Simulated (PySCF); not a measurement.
PySCF input for CH₈Si₂, SMILES [SiH3]C[SiH3], SMD-PBE0/def2-SVP. Geometry optimised at PBE-D3(BJ)/def2-SVP.

```python
import numpy as np
from pyscf import gto, scf, dft
from pyscf.solvent import smd

mol = gto.M(
    atom='''
    Si    1.46642504    0.65525810   -0.00507602
    C     0.25365237   -0.79338580   -0.13786100
    Si   -1.57115107   -0.32753279    0.06237081
    H     2.88738802    0.18566126   -0.17410750
    H     1.17328931    1.67950049   -1.06869414
    H     1.34078483    1.31900750    1.34027624
    H     0.51513674   -1.54913071    0.63397757
    H     0.39017861   -1.28267154   -1.12640566
    H    -1.97430671    0.66715972   -0.99327216
    H    -1.80530274    0.29349193    1.41358420
    H    -2.45410921   -1.54104830   -0.06409243
    ''',
    basis='def2-SVP',
    charge=0,
    spin=0,
    max_memory=1600,
    verbose=3,
)
mf = dft.RKS(mol, xc='pbe0').density_fit(auxbasis='def2-universal-jkfit')
mf.grids.level = 3
mf.conv_tol = 1e-9
mf.max_cycle = 100
mf.kernel()
res = {}
for name in ['water', 'diethylether', 'toluene']:
    s = mf.SMD()
    s.with_solvent.solvent, s.with_solvent.sasa_ng = name, 194
    s.kernel(mf.make_rdm1())
    res[name] = (s.e_tot, s.with_solvent.get_cds(), s.dip_moment(), s.mo_energy, s.converged)
    print(f'SMD {name}: dG(solv) = {(s.e_tot - mf.e_tot) * 627.509474:.3f} kcal/mol, of which CDS {res[name][1] * 627.509474:.3f}')
```

Program output:

```
converged SCF energy = -621.380994136289
converged SCF energy = -621.376678512207
Dipole moment(X, Y, Z, Debye):  0.35518, -1.11082, -0.19342
SMD water: dG(solv) = 2.708 kcal/mol, of which CDS 3.832
converged SCF energy = -621.383363955639
Dipole moment(X, Y, Z, Debye):  0.31564, -0.98777, -0.17144
SMD diethylether: dG(solv) = -1.487 kcal/mol, of which CDS -0.739
converged SCF energy = -621.382723177903
Dipole moment(X, Y, Z, Debye):  0.29292, -0.91678, -0.15905
SMD toluene: dG(solv) = -1.085 kcal/mol, of which CDS -0.575
```

Self-consistency was reached.
